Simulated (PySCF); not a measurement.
## From a raw peak list to a structure

Formula C6H8O. The spectrum was simulated from the full spin Hamiltonian at 400 MHz with 1.2 Hz Lorentzian lines, from shifts rounded to 0.01 ppm and J to 0.1 Hz, couplings under 1 Hz left out.

Maxima in ppm (height), grouped by integral:
1H: 5.981 (13), 5.979 (13), 5.977 (10)
3H: 4.000 (100)
1H: 3.880 (2), 3.875 (2), 3.862 (7), 3.857 (7), 3.844 (7), 3.839 (7), 3.825 (2), 3.821 (2)
3H: 1.750 (33), 1.748 (33), 1.732 (32), 1.730 (32)

- CAM-B3LYP/pcSseg-2 with gauge-including orbitals
- spin–spin couplings from B3LYP/pcJ-1 (without the spin–dipole term)
- PBE0-D3(BJ)/def2-SVP geometry
- program: PySCF 2.14
- rapidly exchanging positions averaged, one conformer, no solvent model, relativity neglected

δ = σ(ref) − σ, references computed at the same level: TMS for 1H.

Q: Analyse the multiplets.

A: 1H NMR (400 MHz, computed): δ 5.98 (dq, J = 1.9, 1.0 Hz, 1H), 4.00 (s, 3H), 3.85 (qd, J = 7.2, 1.9 Hz, 1H), 1.74 (dd, J = 7.2, 1.0 Hz, 3H). These are first-order names from the parameters used; overlap and second-order distortion can hide them in the list.

Q: What is the compound?

A: SMILES COC1=CC/1=C\C.

Atom-mapped SMILES (the numbers label the heavy atoms): `[CH3:1]/[CH:2]=[C:3]1[CH:4]=[C:5]\1[O:6][CH3:7]`. Each H is labelled by its parent atom.

- δ 5.98: H(C4), hydrogen on a β carbon of an enol-ether or enamine type C=C, coupled to H(C2) (1.9 Hz), H(C1) (1.0 Hz).
- δ 4.00: H(C7), hydrogen on a methyl carbon bonded to O.
- δ 3.85: H(C2), hydrogen on an alkene CH, coupled to H(C1) (7.2 Hz), H(C4) (1.9 Hz).
- δ 1.74: H(C1), hydrogen on an allylic methyl carbon, coupled to H(C2) (7.2 Hz), H(C4) (1.0 Hz).

The shifts were computed for this structure.

Multiplet labels drop couplings under 1 Hz and merge nearly equal ones. Unscaled 3J(H,H) at this level run about 10 % above measured values.
